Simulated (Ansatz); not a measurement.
Consider the isomerisation: `C=C1CB1C` → `C#CB(C)C`.

Computed with Ansatz on PBE0-D4/def2-TZVP structures; ΔE is electronic, products minus reactants. CCSD(T)/CBS adds triple-zeta CCSD(T) − MP2 to the extrapolated MP2 energy (def2 sets, frozen cores). DFT in def2-TZVPP.

```json
{"species": "`C=C1CB1C`", "r2SCAN-D4 energy (Eh)": "-181.36262"}
{"species": "`C#CB(C)C`", "r2SCAN-D4 energy (Eh)": "-181.39239"}
```

Work out ΔE.

ΔE = (-181.39239) − (-181.36262) = -0.02977 Eh = -18.7 kcal/mol. CCSD(T)/CBS gives -23.8 kcal/mol.

Largest T1 diagnostic among the species: 0.012.

In def2-TZVPP, CCSD(T) changes the Hartree–Fock value by +3.0 kcal/mol (the triples alone add +0.3 kcal/mol) and MP2 by +1.9 kcal/mol. Leaving LDA and LC-ωPBE aside and taking each functional with its dispersion term where it has one, the values, not all of them listed here, spread over 7.5 kcal/mol, from B2PLYP to PBE-D4. LDA lies +4.0 kcal/mol from PBE without D4. At CCSD(T), def2-SVP lies +2.3 kcal/mol from the extrapolated value and def2-TZVPP +0.0 kcal/mol.
